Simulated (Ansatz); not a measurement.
Ansatz (an electronic-structure program) input for C₃H₉AlO, SMILES CC[O][AlH][CH3], PBE0-D3(BJ)/def2-SVP. 

Ansatz 0.2 input:
```yaml
crystal:
  periodic: [false, false, false]
  atoms:
    - {symbol: Al, position_ang: [0.15026212, -0.40215571, 1.19793462]}
    - {symbol: H, position_ang: [-0.17038784, -1.84328718, 1.61265739]}
    - {symbol: C, position_ang: [1.21313837, 0.83438203, 2.34485563]}
    - {symbol: H, position_ang: [2.14137275, 1.15366512, 1.85967263]}
    - {symbol: H, position_ang: [1.49243975, 0.37105156, 3.29388750]}
    - {symbol: H, position_ang: [0.66550288, 1.75220893, 2.58337520]}
    - {symbol: O, position_ang: [-0.48468347, 0.01173472, -0.26499556]}
    - {symbol: C, position_ang: [-0.97127870, 0.28598454, -1.54675675]}
    - {symbol: C, position_ang: [-0.14567624, -0.42488715, -2.61156873]}
    - {symbol: H, position_ang: [-2.01576124, -0.04289955, -1.60619178]}
    - {symbol: H, position_ang: [-0.93986872, 1.36945295, -1.71391193]}
    - {symbol: H, position_ang: [-0.17533547, -1.49899110, -2.44342852]}
    - {symbol: H, position_ang: [-0.54055144, -0.20512891, -3.60005775]}
    - {symbol: H, position_ang: [0.88954894, -0.09480184, -2.55836936]}
basis:
  gaussian:
    orbitals: def2-SVP
hamiltonian:
  xc: pbe0
  dispersion: d3bj
relax: {f_tol: 0.002, max_steps: 200}
```

Log of the run:

```
WARN ansatz: RAYON_NUM_THREADS=1 ignored (pool sized by the plan → 1); use --threads N
Functional definition: PBE0
integrals: 0.08 GiB planned
1293 factors; integrals over basis functions are off by at most 3.3e-4 eV
mean field: 0.51 GiB planned
mean field evaluation 1: about -11877.0891 eV, gradient 6.8e1 eV
mean field evaluation 2: about -11866.4246 eV, gradient 9.7e1 eV
mean field evaluation 4: about -11887.5347 eV, gradient 4.0e0 eV
mean field evaluation 8: about -11887.5944 eV, gradient 4.5e-2 eV
mean field -11887.59439140 eV, -436.8610361830 hartree, gradient 2.4e-5 eV, S^2 0.000000; 0 other end points of the search recorded, 0 dependent functions left out
the calculation of the forces begins
reference -11887.59442486 eV, -436.8610374127 hartree; 24, 24 occupied and 95, 95 virtual orbitals, 1293 factors
relax step   1: F+E_penalty+E_count = -11887.79683804 eV  Δ(F+E_penalty+E_count) = +0.000e0 eV  max|allowed force component| = 1.395e0 eV/Å  Δτ_max = 0.0000 Å  (25 SCF iters, accepted)
these checks for a lower state are left out or cut short: starts, cluster_reference, orbital_swaps, neighbouring_geometries, increment
integrals: 0.08 GiB planned
1293 factors; integrals over basis functions are off by at most 3.4e-4 eV
mean field: 0.51 GiB planned
mean field evaluation 16: about -11887.6385 eV, gradient 2.5e0 eV
mean field -11887.67479843 eV, -436.8639910868 hartree, gradient 1.5e-5 eV, S^2 0.000000; 0 other end points of the search recorded, 0 dependent functions left out
the calculation of the forces begins
reference -11887.67483188 eV, -436.8639923161 hartree; 24, 24 occupied and 95, 95 virtual orbitals, 1293 factors
relax step   2: F+E_penalty+E_count = -11887.87727942 eV  Δ(F+E_penalty+E_count) = -8.044e-2 eV  max|allowed force component| = 7.589e-1 eV/Å  Δτ_max = 0.0909 Å  (28 SCF iters, accepted)
these checks for a lower state are left out or cut short: starts, cluster_reference, orbital_swaps, neighbouring_geometries, increment
integrals: 0.08 GiB planned
1293 factors; integrals over basis functions are off by at most 3.5e-4 eV
mean field: 0.51 GiB planned
mean field -11887.68974421 eV, -436.8645403344 hartree, gradient 1.6e-5 eV, S^2 0.000000; 0 other end points of the search recorded, 0 dependent functions left out
the calculation of the forces begins
reference -11887.68977757 eV, -436.8645415602 hartree; 24, 24 occupied and 95, 95 virtual orbitals, 1293 factors
relax step   3: F+E_penalty+E_count = -11887.89226397 eV  Δ(F+E_penalty+E_count) = -1.498e-2 eV  max|allowed force component| = 8.517e-2 eV/Å  Δτ_max = 0.0558 Å  (28 SCF iters, accepted)
these checks for a lower state are left out or cut short: starts, cluster_reference, orbital_swaps, neighbouring_geometries, increment
integrals: 0.08 GiB planned
1293 factors; integrals over basis functions are off by at most 3.5e-4 eV
mean field: 0.51 GiB planned
mean field evaluation 32: about -11887.6900 eV, gradient 1.1e-1 eV
mean field -11887.69003036 eV, -436.8645508500 hartree, gradient 1.6e-5 eV, S^2 0.000000; 0 other end points of the search recorded, 0 dependent functions left out
the calculation of the forces begins
reference -11887.69006372 eV, -436.8645520759 hartree; 24, 24 occupied and 95, 95 virtual orbitals, 1293 factors
relax step   4: F+E_penalty+E_count = -11887.89269766 eV  Δ(F+E_penalty+E_count) = -4.337e-4 eV  max|allowed force component| = 1.029e-1 eV/Å  Δτ_max = 0.0230 Å  (27 SCF iters, accepted)
these checks for a lower state are left out or cut short: starts, cluster_reference, orbital_swaps, neighbouring_geometries, increment
integrals: 0.08 GiB planned
1293 factors; integrals over basis functions are off by at most 3.5e-4 eV
mean field: 0.51 GiB planned
mean field -11887.69103221 eV, -436.8645876673 hartree, gradient 1.6e-5 eV, S^2 0.000000; 0 other end points of the search recorded, 0 dependent functions left out
the calculation of the forces begins
reference -11887.69106558 eV, -436.8645888937 hartree; 24, 24 occupied and 95, 95 virtual orbitals, 1293 factors
relax step   5: F+E_penalty+E_count = -11887.89369792 eV  Δ(F+E_penalty+E_count) = -1.000e-3 eV  max|allowed force component| = 4.322e-2 eV/Å  Δτ_max = 0.0187 Å  (28 SCF iters, accepted)
these checks for a lower state are left out or cut short: starts, cluster_reference, orbital_swaps, neighbouring_geometries, increment
integrals: 0.08 GiB planned
1293 factors; integrals over basis functions are off by at most 3.5e-4 eV
mean field: 0.51 GiB planned
[...]
mean field -11887.76208500 eV, -436.8671988090 hartree, gradient 2.2e-5 eV, S^2 0.000000; 0 other end points of the search recorded, 0 dependent functions left out
the calculation of the forces begins
reference -11887.76211841 eV, -436.8672000371 hartree; 24, 24 occupied and 95, 95 virtual orbitals, 1293 factors
relax step  63: F+E_penalty+E_count = -11887.96646617 eV  Δ(F+E_penalty+E_count) = -3.036e-5 eV  max|allowed force component| = 3.731e-3 eV/Å  Δτ_max = 0.0182 Å  (21 SCF iters, accepted)
these checks for a lower state are left out or cut short: starts, cluster_reference, orbital_swaps, neighbouring_geometries, increment
integrals: 0.08 GiB planned
1293 factors; integrals over basis functions are off by at most 3.7e-4 eV
mean field: 0.51 GiB planned
mean field -11887.76205195 eV, -436.8671975945 hartree, gradient 1.4e-5 eV, S^2 0.000000; 0 other end points of the search recorded, 0 dependent functions left out
the calculation of the forces begins
reference -11887.76208535 eV, -436.8671988221 hartree; 24, 24 occupied and 95, 95 virtual orbitals, 1293 factors
relax step  64: F+E_penalty+E_count = -11887.96647290 eV  Δ(F+E_penalty+E_count) = -6.722e-6 eV  max|allowed force component| = 2.032e-2 eV/Å  Δτ_max = 0.0352 Å  (27 SCF iters, accepted)
these checks for a lower state are left out or cut short: starts, cluster_reference, orbital_swaps, neighbouring_geometries, increment
integrals: 0.08 GiB planned
1293 factors; integrals over basis functions are off by at most 3.7e-4 eV
mean field: 0.51 GiB planned
mean field -11887.76209193 eV, -436.8671990639 hartree, gradient 9.7e-6 eV, S^2 0.000000; 0 other end points of the search recorded, 0 dependent functions left out
the calculation of the forces begins
reference -11887.76212534 eV, -436.8672002916 hartree; 24, 24 occupied and 95, 95 virtual orbitals, 1293 factors
relax step  65: F+E_penalty+E_count = -11887.96648882 eV  Δ(F+E_penalty+E_count) = -1.592e-5 eV  max|allowed force component| = 9.114e-3 eV/Å  Δτ_max = 0.0051 Å  (21 SCF iters, accepted)
these checks for a lower state are left out or cut short: starts, cluster_reference, orbital_swaps, neighbouring_geometries, increment
integrals: 0.08 GiB planned
1293 factors; integrals over basis functions are off by at most 3.7e-4 eV
mean field: 0.51 GiB planned
mean field evaluation 448: about -11887.7621 eV, gradient 7.1e-6 eV
mean field -11887.76207787 eV, -436.8671985473 hartree, gradient 7.1e-6 eV, S^2 0.000000; 0 other end points of the search recorded, 0 dependent functions left out
the calculation of the forces begins
reference -11887.76211128 eV, -436.8671997751 hartree; 24, 24 occupied and 95, 95 virtual orbitals, 1293 factors
relax step  66: F+E_penalty+E_count = -11887.96650305 eV  Δ(F+E_penalty+E_count) = -1.423e-5 eV  max|allowed force component| = 2.125e-3 eV/Å  Δτ_max = 0.0025 Å  (23 SCF iters, accepted)
these checks for a lower state are left out or cut short: starts, cluster_reference, orbital_swaps, neighbouring_geometries, increment
integrals: 0.08 GiB planned
1293 factors; integrals over basis functions are off by at most 3.7e-4 eV
mean field: 0.51 GiB planned
mean field -11887.76206641 eV, -436.8671981261 hartree, gradient 5.4e-5 eV, S^2 0.000000; 0 other end points of the search recorded, 0 dependent functions left out
the calculation of the forces begins
reference -11887.76209982 eV, -436.8671993538 hartree; 24, 24 occupied and 95, 95 virtual orbitals, 1293 factors
relax step  67: F+E_penalty+E_count = -11887.96650838 eV  Δ(F+E_penalty+E_count) = -5.337e-6 eV  max|allowed force component| = 8.881e-4 eV/Å  Δτ_max = 0.0028 Å  (18 SCF iters, accepted)
these checks for a lower state are left out or cut short: starts, cluster_reference, orbital_swaps, neighbouring_geometries, increment
integrals: 0.08 GiB planned
1293 factors; integrals over basis functions are off by at most 3.7e-4 eV
mean field: 0.51 GiB planned
mean field -11887.76204437 eV, -436.8671973162 hartree, gradient 2.1e-5 eV, S^2 0.000000; 0 other end points of the search recorded, 0 dependent functions left out
the calculation of the forces begins
reference -11887.76207778 eV, -436.8671985438 hartree; 24, 24 occupied and 95, 95 virtual orbitals, 1293 factors
relax step  68: F+E_penalty+E_count = -11887.96651331 eV  Δ(F+E_penalty+E_count) = -4.931e-6 eV  max|allowed force component| = 2.126e-3 eV/Å  Δτ_max = 0.0078 Å  (21 SCF iters, accepted)
these checks for a lower state are left out or cut short: starts, cluster_reference, orbital_swaps, neighbouring_geometries, increment
integrals: 0.08 GiB planned
1293 factors; integrals over basis functions are off by at most 3.7e-4 eV
mean field: 0.51 GiB planned
mean field -11887.76203295 eV, -436.8671968963 hartree, gradient 1.2e-5 eV, S^2 0.000000; 0 other end points of the search recorded, 0 dependent functions left out
the calculation of the forces begins
reference -11887.76206635 eV, -436.8671981238 hartree; 24, 24 occupied and 95, 95 virtual orbitals, 1293 factors
relax step  69: F+E_penalty+E_count = -11887.96651554 eV  Δ(F+E_penalty+E_count) = -2.222e-6 eV  max|allowed force component| = 1.913e-3 eV/Å  Δτ_max = 0.0075 Å  (20 SCF iters, accepted)
these checks for a lower state are left out or cut short: starts, cluster_reference, orbital_swaps, neighbouring_geometries, increment
integrals: 0.08 GiB planned
1293 factors; integrals over basis functions are off by at most 3.7e-4 eV
mean field: 0.51 GiB planned
mean field -11887.76202826 eV, -436.8671967241 hartree, gradient 5.0e-5 eV, S^2 0.000000; 0 other end points of the search recorded, 0 dependent functions left out
the calculation of the forces begins
reference -11887.76206166 eV, -436.8671979515 hartree; 24, 24 occupied and 95, 95 virtual orbitals, 1293 factors
relax step  70: F+E_penalty+E_count = -11887.96651618 eV  Δ(F+E_penalty+E_count) = -6.467e-7 eV  max|allowed force component| = 9.977e-4 eV/Å  Δτ_max = 0.0032 Å  (19 SCF iters, accepted)
integrals: 0.08 GiB planned
1293 factors; integrals over basis functions are off by at most 3.7e-4 eV
mean field: 0.51 GiB planned
mean field evaluation 480: about -11887.7620 eV, gradient 6.2e-3 eV
mean field -11887.76202826 eV, -436.8671967241 hartree, gradient 5.0e-5 eV, S^2 0.000000; 1 other end points of the search recorded, 0 dependent functions left out
the calculation of the forces begins
reference -11887.76206166 eV, -436.8671979515 hartree; 24, 24 occupied and 95, 95 virtual orbitals, 1293 factors
Total energy: -11887.96654958 eV, -436.8747127440 hartree
Atom 0 at    -0.080381    -0.043287     1.205224 Å, force    -0.000111     0.000075    -0.000027 eV/Å
Atom 1 at    -1.149217    -1.131745     1.660327 Å, force     0.000218     0.000051     0.000017 eV/Å
Atom 2 at     1.276219     0.721248     2.368909 Å, force     0.000477     0.000526     0.000651 eV/Å
Atom 3 at     1.906828     1.452110     1.839726 Å, force    -0.000603    -0.000799     0.000582 eV/Å
Atom 4 at     1.934280    -0.062311     2.781385 Å, force    -0.000539     0.000794    -0.000334 eV/Å
Atom 5 at     0.817232     1.229615     3.233828 Å, force     0.000672    -0.000601    -0.000998 eV/Å
Atom 6 at    -0.137287     0.488508    -0.413519 Å, force    -0.000441     0.000058     0.000307 eV/Å
Atom 7 at    -0.889955     0.205968    -1.552407 Å, force     0.000454    -0.000500     0.000051 eV/Å
Atom 8 at    -0.041329    -0.447964    -2.624161 Å, force    -0.000232     0.000300    -0.000023 eV/Å
Atom 9 at    -1.753721    -0.447683    -1.314277 Å, force    -0.000034     0.000166    -0.000024 eV/Å
Atom 10 at    -1.312991     1.149541    -1.945505 Å, force     0.000214    -0.000151    -0.000113 eV/Å
Atom 11 at     0.352809    -1.415111    -2.274056 Å, force    -0.000158     0.000120     0.000107 eV/Å
Atom 12 at    -0.628579    -0.626970    -3.538255 Å, force     0.000064    -0.000031    -0.000194 eV/Å
Atom 13 at     0.814814     0.194410    -2.880117 Å, force     0.000018    -0.000009    -0.000003 eV/Å
Dipole moment:    -0.016690    -0.024071    -0.004986 e Å
```

The calculation finished and met its thresholds.

Cost: roughly 4 core-minutes.
